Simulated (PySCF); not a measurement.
# Radial density of Sm (samarium, neutral)

UHF, [Xe] 4f5 5d1 6s2, one real determinant (an excited configuration). All numbers are calculated (PySCF 2.14, scalar relativity by spin-free X2C-1e, in ANO-RCC-VTZP (8s7p5d3f2g1h, 104 functions)).

| r (bohr) | 4πr²ρ (e/bohr) | 4πr²(ρα − ρβ) |
| --- | --- | --- |
| 0.0201 | 79.25 | 0.0018 |
| 0.0339 | 73.15 | 0.0044 |
| 0.0570 | 102.7 | 0.0109 |
| 0.0959 | 94.52 | 0.0337 |
| 0.161 | 88.52 | 0.2685 |
| 0.271 | 68.82 | 1.6385 |
| 0.456 | 41.31 | 5.0187 |
| 0.767 | 28.68 | 5.2062 |
| 1.29 | 10.33 | 2.1736 |
| 2.17 | 3.264 | 0.5957 |
| 3.65 | 0.8165 | 0.1821 |
| 6.14 | 0.2131 | 0.0025 |
| 10.3 | 0.005083 | -0.0013 |
| 17.4 | 2.207e-05 | 0.0000 |

Densities and radii are taken from the X2C orbitals without a picture-change correction, which distorts them close to the nucleus.

⟨L²⟩ = 30.89 against 56 for a pure K term, so this real determinant mixes terms. Spin-orbit coupling, absent here, splits the open shell strongly. ⟨S²⟩ = 12.27 against 12.00 shows spin contamination.
